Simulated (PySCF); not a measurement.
Start geometry of `[N]#[Mo]([Cl])([Cl])[Cl]` (MoNCl3) from GFN2-xTB (Å):
```
atom  x, y, z in Å
Mo1    0.0597   -0.0788    0.0189
N2    -0.0080   -0.0260    1.7066
Cl3    2.0324    0.0043   -0.6062
Cl4   -0.9540    1.8248   -0.5666
Cl5   -1.0553   -1.8348   -0.6148
```

What comes out of this run: PBE0-D3(BJ)/def2-SVP geometry optimisation, gas phase, def2 core potentials past Kr (PySCF)?

```
atom  x, y, z in Å
Mo1    0.0179   -0.0221    0.0183
N2     0.1640   -0.0274    1.6223
Cl3    2.1284   -0.0390   -0.7627
Cl4   -1.1010    1.8699   -0.4662
Cl5   -1.1345   -1.8918   -0.4738
```

The energy falls by 0.633 eV over 9 energy and gradient evaluations, the largest force component goes from 0.1077 to 7.0e-04 Eh/bohr, and the atoms move by 0.106 Å rms after alignment. The bond that changes most is Mo1–Cl3 (ends: molybdenum bonded to 3 Cl and N; chlorine bonded to Mo), which lengthens by 0.179 Å. Bonds longer at the end by more than 0.005 Å: 3 of 4; shorter: 1. Among the angles that change most is Cl3–Mo1–Cl4, from 108.6° to 113.4°. Rotational constants go from 1773, 1638, 1123 to 1615, 1613, 1021 MHz. The orientation of the end geometry is arbitrary; only internal coordinates are fixed.

The run used 99 basis functions and 74 SCF cycles in all. On an Arm Neoverse V1 with one thread, no GPU, on a shared host, this took 45 s wall and 0.38 GiB of memory at its peak.

Whether it is a minimum is left open (no frequencies).
